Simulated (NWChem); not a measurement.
Program: NWChem. System: H2Te, charge 0, spin multiplicity 1, displaced from the optimised geometry. Level: RHF/def2-SVP with def2 effective core potentials on Te, spin-restricted.

NWChem printed:

```
             Northwest Computational Chemistry Package (NWChem) 7.3.0
             --------------------------------------------------------

                                NWChem Input Module
                                -------------------

 Scaling coordinates for geometry "geometry" by  1.889725989
 (inverse scale =  0.529177249)

                             Geometry "geometry" -> ""
                             -------------------------

 Output coordinates in angstroms (scale by  1.889725989 to convert to a.u.)

  No.       Tag          Charge          X              Y              Z
 ---- ---------------- ---------- -------------- -------------- --------------
    1 Te                  52.0000     0.00000000     0.00000000     0.04413200
    2 H                    1.0000    -1.48058600     0.00000000    -1.44532900
    3 H                    1.0000     1.18446900     0.00000000    -1.14743600

 Effective nuclear repulsion energy (a.u.)      29.6779668911

            Nuclear Dipole moment (a.u.)
            ----------------------------
        X                 Y               Z
 ---------------- ---------------- ----------------
    -0.5595799906     0.0000000000    -0.5629512617


 Summary of "ao basis" -> "" (spherical)
 ------------------------------------------------------------------------------
       Tag                 Description            Shells   Functions and Types
 ---------------- ------------------------------  ------  ---------------------
 *                          def2-svp                  on all atoms

 Summary of "ao basis" -> "ao basis" (spherical)
 ------------------------------------------------------------------------------
       Tag                 Description            Shells   Functions and Types
 ---------------- ------------------------------  ------  ---------------------
 Te                         def2-svp                10       26   4s4p2d
 H                          def2-svp                 3        5   2s1p

                                 NWChem SCF Module
                                 -----------------

  ao basis        = "ao basis"
  functions       =    36
  atoms           =     3
  closed shells   =    13
  open shells     =     0
  charge          =   0.00
  wavefunction    = RHF
  use symmetry    = F
  symmetry adapt  = F

 Summary of "ao basis" -> "ao basis" (spherical)
 ------------------------------------------------------------------------------
       Tag                 Description            Shells   Functions and Types
 ---------------- ------------------------------  ------  ---------------------
 Te                         def2-svp                10       26   4s4p2d
 H                          def2-svp                 3        5   2s1p

 Forming initial guess at       0.0s

      Superposition of Atomic Density Guess
      -------------------------------------

 Sum of atomic energies:        -312.22227642

      Non-variational initial energy
      ------------------------------

 Total energy =    -267.834890
 1-e energy   =    -495.126075
 2-e energy   =     213.487406
 HOMO         =      -0.250018
 LUMO         =      -0.042547

 Starting SCF solution at       0.2s

 ----------------------------------------------
         Quadratically convergent ROHF

 Convergence threshold     :          1.000E-07
 Maximum no. of iterations :          100
 Final Fock-matrix accuracy:          1.000E-09
 ----------------------------------------------

              iter       energy          gnorm     gmax       time
             ----- ------------------- --------- --------- --------
                 1     -268.0828556321  3.06D-01  1.28D-01      0.2
                 2     -268.0981827281  1.15D-01  3.87D-02      0.2
                 3     -268.0999340415  6.35D-03  1.87D-03      0.2
                 4     -268.0999386825  3.15D-05  1.42D-05      0.2
                 5     -268.0999386827  3.60D-09  2.10D-09      0.2

       Final RHF  results
       ------------------

         Total SCF energy =   -268.099938682679
      One-electron energy =   -495.273349815620
      Two-electron energy =    213.369631966604
 Nuclear repulsion energy =     13.803779166337

        Time for solution =      0.0s

             Final eigenvalues
             -----------------

              1
    1   -7.1364
    2   -5.1089
    3   -5.1049
    4   -5.0945
    5   -1.9679
    6   -1.9660
    7   -1.9551
    8   -1.9507
    9   -1.9490
   10   -0.8077
   11   -0.4806
   12   -0.4178
   13   -0.3276
   14    0.0353
   15    0.1133
   16    0.3948
   17    0.4360
   18    0.4754
   19    0.4940
   20    0.4961
   21    0.5060
   22    0.5154
   23    0.5883

                       ROHF Final Molecular Orbital Analysis
                       -------------------------------------

 Vector   11  Occ=2.000000D+00  E=-4.806062D-01
              MO Center=  1.9D-01, -3.3D-18, -4.9D-01, r^2= 2.5D+00
   Bfn.  Coefficient  Atom+Function         Bfn.  Coefficient  Atom+Function
  ----- ------------  ---------------      ----- ------------  ---------------
    32      0.356052  3 H  s                 11      0.351957  1 Te px
    13     -0.223474  1 Te pz                33      0.224552  3 H  s
    14      0.203838  1 Te px                 3     -0.198450  1 Te s
     4     -0.198702  1 Te s

 Vector   12  Occ=2.000000D+00  E=-4.178229D-01
              MO Center= -5.6D-01, -7.8D-16, -4.8D-01, r^2= 2.8D+00
   Bfn.  Coefficient  Atom+Function         Bfn.  Coefficient  Atom+Function
  ----- ------------  ---------------      ----- ------------  ---------------
    13      0.375730  1 Te pz                27     -0.318690  2 H  s
    16      0.290397  1 Te pz                28     -0.276409  2 H  s
     3      0.257001  1 Te s                 11      0.159346  1 Te px
    10     -0.151203  1 Te pz

 Vector   13  Occ=2.000000D+00  E=-3.276066D-01
              MO Center=  1.1D-02, -2.2D-16,  3.3D-02, r^2= 2.3D+00
   Bfn.  Coefficient  Atom+Function         Bfn.  Coefficient  Atom+Function
  ----- ------------  ---------------      ----- ------------  ---------------
    12      0.582941  1 Te py                15      0.571073  1 Te py
     9     -0.230717  1 Te py                 6     -0.181106  1 Te py

 Vector   14  Occ=0.000000D+00  E= 3.527241D-02
              MO Center= -4.9D-01,  9.8D-17, -4.5D-01, r^2= 3.9D+00
   Bfn.  Coefficient  Atom+Function         Bfn.  Coefficient  Atom+Function
  ----- ------------  ---------------      ----- ------------  ---------------
    28      0.833965  2 H  s                 14      0.691050  1 Te px
    16      0.417832  1 Te pz                11      0.297556  1 Te px
    27      0.267244  2 H  s                  3     -0.194327  1 Te s
    13      0.192587  1 Te pz                 4     -0.152881  1 Te s

 Vector   15  Occ=0.000000D+00  E= 1.132866D-01
              MO Center=  3.1D-01,  1.2D-16, -3.8D-01, r^2= 4.2D+00
   Bfn.  Coefficient  Atom+Function         Bfn.  Coefficient  Atom+Function
  ----- ------------  ---------------      ----- ------------  ---------------
    33      1.375763  3 H  s                 16      0.922017  1 Te pz
     4     -0.755947  1 Te s                 14     -0.687618  1 Te px
    28      0.286503  2 H  s                  3     -0.277686  1 Te s
    32      0.230518  3 H  s                 13      0.213234  1 Te pz
    11     -0.151264  1 Te px

 Vector   16  Occ=0.000000D+00  E= 3.947943D-01
              MO Center=  5.6D-01, -1.4D-15, -2.0D-01, r^2= 3.4D+00
   Bfn.  Coefficient  Atom+Function         Bfn.  Coefficient  Atom+Function
  ----- ------------  ---------------      ----- ------------  ---------------
     3      1.792892  1 Te s                  4     -1.732352  1 Te s
    11      0.474371  1 Te px                14     -0.394216  1 Te px
    32      0.358406  3 H  s                  2     -0.302627  1 Te s
    26      0.303917  1 Te d  2              28      0.292220  2 H  s
     1     -0.229731  1 Te s                 25      0.198256  1 Te d  1

 center of mass
 --------------
 x =  -0.00427493 y =   0.00000000 z =   0.04469239

 moments of inertia (a.u.)
 ------------------
          12.896742644210           0.000000000000          -2.835423429724
           0.000000000000          25.833131200169           0.000000000000
          -2.835423429724           0.000000000000          12.936388555959

  Mulliken analysis of the total density
  --------------------------------------

    Atom       Charge   Shell Charges
 -----------   ------   -------------------------------------------------------
    1 Te  24    23.99   1.77  0.27  1.20  0.67  2.89  3.15  2.01  1.96  9.85  0.22
    2 H    1     1.01   0.53  0.48  0.01
    3 H    1     1.00   0.66  0.32  0.02

       Multipole analysis of the density wrt the origin
       ------------------------------------------------

     L   x y z        total         open         nuclear
     -   - - -        -----         ----         -------
     0   0 0 0     -0.000000      0.000000     26.000000

     1   1 0 0      0.171359      0.000000     -0.559580
     1   0 1 0      0.000000      0.000000      0.000000
     1   0 0 1      0.036199      0.000000     -2.898078

     2   2 0 0    -19.707885      0.000000     12.838339
     2   1 1 0     -0.000000      0.000000      0.000000
     2   1 0 1     -0.049503      0.000000      2.788400
     2   0 2 0    -23.775154      0.000000      0.000000
     2   0 1 1     -0.000000      0.000000      0.000000
     2   0 0 2    -20.534646      0.000000     12.328487

 Task  times  cpu:        0.2s     wall:        0.2s

 Total times  cpu:        0.2s     wall:        0.2s
```

Task: Write an NWChem input that would produce this output.

Result: This is not unique; one that fits is 
```
start mol
memory heap 200 mb stack 900 mb global 1100 mb
geometry units angstroms nocenter noautoz noautosym
  Te     0.000000     0.000000     0.044132
  H     -1.480586     0.000000    -1.445329
  H      1.184469     0.000000    -1.147436
end
basis spherical
  * library def2-svp
end
ecp
  Te library def2-ecp
end
scf
  rhf
  nopen 0
  maxiter 100
  thresh 1e-7
  semidirect memsize 60000000 filesize 0
end
task scf energy
```
